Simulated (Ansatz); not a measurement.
`CO[Si]OC` + `[CH3][Ga]([NH2])[Cl]` → `CO[Si]Cl` + `C[O][Ga]([CH3])[NH2]`  (redistribution)

Gas-phase electronic energies from Ansatz, PBE0-D4/def2-TZVP geometries. CBS: MP2 limit from def2 TZ/QZ plus the TZ coupled-cluster correction, frozen cores. DFT in def2-TZVPP. B3LYP here is the variant with VWN-RPA as its local correlation; programs differ in this. HSE06 is defined as in plane-wave codes. For Ga outer-core shells are correlated without core-valence functions, which leaves a few kJ/mol of doubt a bond. Scalar relativity is left out up to krypton. Each species was taken in one conformer, which may not be the lowest.

`CO[Si]OC`:

Cartesian coordinates in Å:
```
C -0.643 1.358 -0.767
O -1.307 0.168 -1.119
Si -1.340 -1.414 -0.681
O -0.125 -1.680 0.392
C 0.980 -1.002 0.939
H 0.289 1.459 -1.331
H -1.287 2.205 -1.015
H -0.415 1.397 0.301
H 1.729 -1.739 1.237
H 0.682 -0.436 1.826
H 1.436 -0.317 0.219
```

`[CH3][Ga]([NH2])[Cl]`:

Cartesian coordinates in Å:
```
C 0.470 1.490 -0.067
Ga 0.032 -0.338 0.438
N -0.724 -1.621 -0.580
Cl 0.456 -1.027 2.440
H 1.534 1.671 0.095
H -0.087 2.188 0.560
H 0.231 1.683 -1.113
H -0.996 -1.501 -1.540
H -0.917 -2.545 -0.234
```

`CO[Si]Cl`:

Z-matrix (Å, degrees):
```
C
O 1 1.413
H 1 1.092 2 111.2
H 1 1.091 2 108.8 3 120.8
H 1 1.091 2 108.8 3 -120.8
Si 2 1.624 1 136.9 3 -0.8
Cl 6 2.116 2 103.0 1 -0.0
```

`C[O][Ga]([CH3])[NH2]`:

Cartesian coordinates in Å:
```
C 0.644 -0.566 -2.114
O -0.437 -0.459 -1.232
Ga -0.242 0.110 0.458
C -1.823 0.202 1.589
N 1.462 0.542 0.914
H 1.403 -1.281 -1.766
H 1.147 0.397 -2.285
H 0.279 -0.921 -3.083
H -2.641 0.676 1.045
H -1.631 0.766 2.502
H -2.143 -0.805 1.863
H 1.737 0.874 1.822
H 2.245 0.465 0.288
```

```
        level  ΔE (kcal/mol)  difference from CCSD(T)/CBS
       PBE-D4           13.4                         -1.2
    revPBE-D4           13.1                         -1.5
    r2SCAN-D4           14.8                          0.2
     B3LYP-D4           15.2                          0.6
     HSE06-D4           14.9                          0.3
 CAM-B3LYP-D4           15.9                          1.3
          PBE           13.3                         -1.3
        B3LYP           15.1                          0.5
      r2SCANh           15.1                          0.5
CCSD/def2-SVP           14.2                         -0.4
  CCSD(T)/CBS           14.6                            0
```

Largest T1 diagnostic among the species: 0.014.

From PBE to PBE0 (25 % exact exchange), in def2-TZVPP and without D4, ΔE moves by +1.5 kcal/mol. In def2-TZVPP, CCSD(T) changes the Hartree–Fock value by −3.9 kcal/mol (the triples alone add −0.6 kcal/mol) and MP2 by −4.0 kcal/mol. At CCSD(T), def2-SVP lies −0.8 kcal/mol from the extrapolated value and def2-TZVPP +0.1 kcal/mol.
